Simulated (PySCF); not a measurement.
# Cl (chlorine, neutral) across methods

[Ne] 3s2 3p4 4s1, high-spin 4P determinant (an excited configuration). Computed with PySCF 2.14 in aug-cc-pCVTZ-DK with one added diffuse shell each of s, p, d, f type (9s8p6d4f, 91 functions), with the spin-free X2C one-electron Hamiltonian (Gaussian nucleus).

| method | E (hartree) | mean ε 3p α (eV) | mean ε 3p β (eV) | mean ε 4s α (eV) | Σ⟨r²⟩ (bohr²) | ⟨S²⟩ |
| --- | --- | --- | --- | --- | --- | --- |
| PW91 | -461.2449 | -14.760 | -12.787 | -2.382 | 52.81 | 3.753 |
| PBE0 | -461.1011 | -16.484 | -14.350 | -2.784 | 53.64 | 3.754 |
| CAM-B3LYP | -461.2685 | -17.806 | -15.820 | -3.392 | 53.31 | 3.753 |
| r2SCAN | -461.2113 | -15.386 | -13.221 | -2.404 | 53.98 | 3.756 |
| B97-3 | -461.1853 | -16.460 | -14.491 | -2.725 | 53.98 | 3.754 |
| LDA | -459.7387 | -14.694 | -12.675 | -2.456 | 52.23 | 3.752 |
| UHF | -460.60028 | -20.940 | -18.207 | -3.745 | 56.37 | 3.761 |
| PBE | -461.0690 | -14.726 | -12.736 | -2.358 | 53.10 | 3.753 |
| HSE06 | -461.1213 | -16.050 | -13.930 | -2.474 | 53.42 | 3.754 |

The outer electron is Rydberg-like, and this basis confines it to a smaller radius and binds it less than a complete one would.
